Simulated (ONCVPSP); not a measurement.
**Mo: excitation energies, all-electron against ONCV**

ONCVPSP 4.0.1 input, shortened (lines: element, Z, core and valence counts, functional; n l f; lmax; l rc ep ncon nbas qcut; lloc lpopt rc5 dvloc0; l nproj debl; icmod fcfact rcfact), LDA (Perdew-Zunger), scalar-relativistic:

```
  Mo 42.00    8    1        3      upf
    1    0    2.00
    2    0    2.00
    2    1    6.00
    3    0    2.00
    3    1    6.00
    3    2   10.00
    4    0    2.00
    4    1    6.00
    4    2    5.00
    2
    0    2.70    0.14    3    7    2.30
    1    2.35    0.37    3    7    3.20
    2    2.60    0.00    3    7    7.20
    4    5    1.90    2.00
    0    2    2.00
    1    2    3.40
    2    1    2.10
    3    2.50    1.50
```

In the s channel the program set the typed energies aside and used 0.050, 2.050 Ha. In the p channel the program set the typed energies aside and used 0.050, 3.450 Ha.

Energies are relative to the spin-unpolarised reference configuration 4d5; without spin polarisation the order of configurations can differ from experiment.

**Question.** Give the all-electron excitation energy and the error of the potential for: 4d5 5s1; 4d4; 4d3; 4d4 5s2.

**Answer.**

```json
{"valence configuration": "4d5 5s1", "charge": "0", "ΔE all-electron (eV)": "-7.186", "error AE − PS (meV)": "+30"}
{"valence configuration": "4d4", "charge": "+2", "ΔE all-electron (eV)": "15.703", "error AE − PS (meV)": "-70"}
{"valence configuration": "4d3", "charge": "+3", "ΔE all-electron (eV)": "42.664", "error AE − PS (meV)": "-365"}
{"valence configuration": "4d4 5s2", "charge": "0", "ΔE all-electron (eV)": "-7.047", "error AE − PS (meV)": "+4.9"}
```

Note: no bound ghost flagged; GHOST(+) flagged for s at 50.0 eV, p at 106.9 eV.
